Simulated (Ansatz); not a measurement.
**Interaction energy ladder**

The pair of SiH3Cl (SMILES [SiH3]Cl, atoms 1–5) and H2Te (SMILES [TeH2], atoms 6–8), both closed shells, in one local arrangement (a lower one may exist), relaxed at PBE0-D4/def2-TZVP:

Si1  (0.102, 0.116, -1.488)
Cl2  (-1.511, -0.909, -0.725)
H3  (0.063, 1.507, -0.986)
H4  (-0.017, 0.098, -2.965)
H5  (1.344, -0.567, -1.064)
Te6  (0.646, 0.311, 2.616)
H7  (-0.932, 0.718, 2.332)
H8  (0.305, -1.273, 2.280)
(Å)

Program: Ansatz 0.2.0. Basis: def2-TZVPPD, with def2-QZVPPD for the basis limit. Cores are frozen in the correlated methods. Filled d shells of the heavier atoms are correlated. Core potentials replace the inner electrons of the atoms past krypton. The def2 sets are not built for correlating such inner shells, so the correlated values are less sure here. B3LYP uses VWN-RPA correlation. Extrapolation: Hartree–Fock as exp(−7.88 √X), correlation as X^−2.97. Interaction energies count from these two fragments, frozen as in the pair, with the counterpoise correction; negative means bound.

Task: What is the interaction energy by CCSD(T) at an estimated basis limit (MP2 extrapolated from triple and quadruple zeta, plus CCSD(T) − MP2 in triple zeta)? (To be estimated.)

Result: By the calculation: -1.81 kcal/mol. Hartree–Fock alone gives 1.17 kcal/mol at the basis limit, so without correlation the pair would not bind at this distance. It counts from the two fragments frozen as in the pair.

The same quantity by other methods in triple zeta, and each one's difference from that estimate:
| method | E_int (kcal/mol) | difference |
| --- | --- | --- |
| PBE-D4 | -2.32 | -0.51 |
| revPBE-D4 | -2.06 | -0.24 |
| BLYP-D4 | -1.99 | -0.18 |
| r2SCAN-D4 | -1.69 | 0.12 |
| B97M-V | -1.73 | 0.09 |
| PBE0-D4 | -2.22 | -0.41 |
| B3LYP-D4 | -2.12 | -0.30 |
| HSE06-D4 | -2.21 | -0.40 |
| wB97X-V | -1.85 | -0.03 |
| wB97M-V | -1.95 | -0.14 |
| B2PLYP | -0.24 | 1.57 |
| HF | 1.16 | 2.97 |
| MP2 | -1.68 | 0.14 |
| CCSD | -0.94 | 0.87 |
| CCSD(T) | -1.31 | 0.51 |
Differences are method less estimate.

Basis-set superposition shift (counterpoise-corrected less uncorrected): CCSD(T) 0.78; MP2 0.77; HF 0.06; PBE0-D4 0.06; wB97M-V 0.08 kcal/mol.

No T1 diagnostic of these runs exceeds 0.011.

For scale, one of the runs: CCSD(T)/def2-TZVPPD, 243 basis functions, launched by `ansatz run in.yaml --threads 4 --pin off --events-out ev --progress --plain --max-ram 9574MiB`. Hardware: 4 CPU threads of an Arm Neoverse V2, shared host. Wall time 2.1 min; peak host memory 4.8 GiB.
